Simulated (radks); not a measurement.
Values are calculated unless marked as measured or tabulated.
Question: Isoelectronic series with 55 electrons, all held in the configuration [Xe] 6s1, which need not be the ground one along the series. Level of theory: Dirac Kohn-Sham, PBE, spin-unpolarised, spherical densities, point nucleus (a radial shooting solver on a logarithmic mesh with Libxc functionals). Total energies (hartree) and mean radii <r> (bohr):

ion,E (hartree),6s1/2,5p3/2,5p1/2
Cs,-7790.2757,5.690,2.119,2.022
Ba+,-8139.1297,4.332,1.938,1.856
La2+,-8496.8349,3.680,1.794,1.722
Ce3+,-8863.4270,3.259,1.677,1.611
Pr4+,-9238.9511,2.953,1.577,1.516
Nd5+,-9623.4589,2.715,1.492,1.435
Pm6+,-10017.0068,2.522,1.417,1.363
Eu8+,-10831.4692,2.223,1.292,1.242
Gd9+,-11252.5163,2.103,1.238,1.190
Tb10+,-11682.8682,1.998,1.190,1.143
Dy11+,-12122.6002,1.904,1.145,1.100
Ho12+,-12571.7906,1.820,1.105,1.060
Er13+,-13030.5216,1.744,1.067,1.023
Tm14+,-13498.8788,1.675,1.032,0.9887
Yb15+,-13976.9515,1.611,0.9996,0.9568

Estimate the row of Sm7+.

Answer: E (hartree) -10419.6554; 6s1/2 2.360; 5p3/2 1.351; 5p1/2 1.299.
